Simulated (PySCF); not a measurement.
## EPR parameters of C10H14Cl

Compound: C10H14Cl (doublet state).
Structure used (PBE0-D3(BJ)/def2-SVP), in Å, numbered top down from 1:
```xyz
25
C10H14Cl angstrom
Cl    -0.516    0.912    3.016
C     -0.056   -0.192    1.664
C      1.149    0.353    0.894
C      0.759    1.660    0.162
C     -0.374    1.298   -0.749
C      0.020    0.336   -1.828
C      0.402   -0.980   -1.107
C      1.560   -0.703   -0.142
C     -0.808   -1.482   -0.311
C     -1.239   -0.432    0.724
C     -1.607    0.881   -0.008
H      0.218   -1.134    2.163
H      1.974    0.538    1.601
H      0.468    2.423    0.899
H      1.631    2.037   -0.397
H     -0.809    0.151   -2.531
H      0.880    0.707   -2.411
H      0.705   -1.741   -1.845
H      1.859   -1.636    0.366
H      2.444   -0.347   -0.696
H     -1.652   -1.695   -0.988
H     -0.561   -2.432    0.194
H     -2.096   -0.802    1.310
H     -1.922    1.637    0.728
H     -2.453    0.692   -0.689
```

The hyperfine couplings belong to this conformer and change with its torsions.

As a line formula: `Cl[C@@H]1[C@@H]2C[C]3C[C@@H](C2)C[C@@H]1C3` [radical].

The calculation used PySCF, UKS B3LYP, IGLO-III on C Cl, pcH-1 on H, non-relativistic, mean-field spin-orbit, GIAO. Geometry: PBE0-D3(BJ)/def2-SVP; no solvent, vibrations or thermal averaging. No stability test was run, so a lower SCF solution isn't excluded.

```
g1, g2, g3                      : 2.00236, 2.00299, 2.00325
g_iso                           : 2.00287
Form of g                       : rhombic: the two nearest values differ by 29 % of g3 − g1
⟨S²⟩                            : 0.7536 (exact 0.7500)
α and β electrons               : 46, 45
HOMO–LUMO gap, α and β orbitals : 5.31, 6.36 eV
Total energy                    : -849.82107 Eh
```

Hyperfine couplings atom by atom, in MHz; T1 to T3 are the principal values of the dipolar part; ρ(0) is the spin density at the nucleus:

| atom | isotope | a_iso | of which spin–orbit | T1 | T2 | T3 | Mulliken spin population | ρ(0) (bohr⁻³) |
| --- | --- | --- | --- | --- | --- | --- | --- | --- |
| Cl1 | 35Cl | 0.0 | 0.0 | -0.6 | -0.4 | 0.9 | 0.00 | 0.0000 |
| C2 | 13C | -3.8 | 0.0 | -0.7 | -0.5 | 1.2 | 0.00 | -0.0034 |
| C3 | 13C | 39.0 | 0.0 | -6.1 | -5.7 | 11.8 | 0.03 | 0.0347 |
| C4 | 13C | -16.3 | 0.0 | -3.0 | -1.9 | 4.9 | -0.05 | -0.0145 |
| C5 | 13C | 205.9 | -0.1 | -72.0 | -72.0 | 144.0 | 0.95 | 0.1833 |
| C6 | 13C | -17.2 | 0.0 | -3.2 | -2.2 | 5.3 | -0.05 | -0.0153 |
| C7 | 13C | 40.2 | 0.0 | -6.1 | -5.6 | 11.7 | 0.04 | 0.0358 |
| C8 | 13C | -3.7 | 0.0 | -0.7 | -0.5 | 1.2 | 0.00 | -0.0033 |
| C9 | 13C | -3.7 | 0.0 | -0.7 | -0.5 | 1.2 | 0.00 | -0.0033 |
| C10 | 13C | 39.0 | 0.0 | -6.1 | -5.7 | 11.8 | 0.03 | 0.0347 |
| C11 | 13C | -16.3 | 0.0 | -3.0 | -1.9 | 4.9 | -0.05 | -0.0145 |
| H12 | 1H | 9.3 | 0.0 | -1.3 | -0.9 | 2.2 | 0.00 | 0.0021 |
| H13 | 1H | 13.6 | 0.0 | -3.6 | -1.4 | 5.0 | 0.01 | 0.0030 |
| H14 | 1H | 20.9 | 0.0 | -5.2 | -4.1 | 9.2 | 0.01 | 0.0047 |
| H15 | 1H | 19.7 | 0.0 | -5.1 | -4.0 | 9.1 | 0.01 | 0.0044 |
| H16 | 1H | 20.0 | 0.0 | -5.2 | -4.0 | 9.2 | 0.01 | 0.0045 |
| H17 | 1H | 20.0 | 0.0 | -5.2 | -4.0 | 9.2 | 0.01 | 0.0045 |
| H18 | 1H | 12.8 | 0.0 | -3.6 | -1.5 | 5.0 | 0.01 | 0.0029 |
| H19 | 1H | 8.8 | 0.0 | -1.3 | -0.9 | 2.2 | 0.00 | 0.0020 |
| H20 | 1H | 2.8 | 0.0 | -1.9 | -1.3 | 3.2 | 0.00 | 0.0006 |
| H21 | 1H | 2.8 | 0.0 | -1.9 | -1.3 | 3.2 | 0.00 | 0.0006 |
| H22 | 1H | 8.8 | 0.0 | -1.3 | -0.9 | 2.2 | 0.00 | 0.0020 |
| H23 | 1H | 13.6 | 0.0 | -3.6 | -1.4 | 5.0 | 0.01 | 0.0030 |
| H24 | 1H | 21.0 | 0.0 | -5.2 | -4.1 | 9.2 | 0.01 | 0.0047 |
| H25 | 1H | 19.6 | 0.0 | -5.1 | -4.0 | 9.1 | 0.01 | 0.0044 |

The largest Mulliken spin population is on C5 (+0.95). The angles at C5 add up to 339.3°, so it is pyramidal.

Under fast tumbling the dipolar parts average out, and these isotropic splittings remain (the largest six): 2 × 1H (H14/H24, I = 1/2, 3 lines) with 0.75 mT, 2 × 1H (H16/H17, I = 1/2, 3 lines) with 0.71 mT, 2 × 1H (H15/H25, I = 1/2, 3 lines) with 0.70 mT, 2 × 1H (H13/H23, I = 1/2, 3 lines) with 0.48 mT, 1 × 1H (H18, I = 1/2, 2 lines) with 0.46 mT and 1 × 1H (H12, I = 1/2, 2 lines) with 0.33 mT.

The 13C coupling of C5 (205.9 MHz) shows only in satellite lines or after enrichment, since that isotope makes up about 1.07 % of natural carbon.

The spin density at the nucleus, in bohr⁻³, is negative for C6 (-0.0153), C4/C11 (-0.0145) and C2 (-0.0034), for instance. A restricted open-shell determinant has no negative spin density anywhere; here it arises because α and β orbitals differ (spin polarisation).
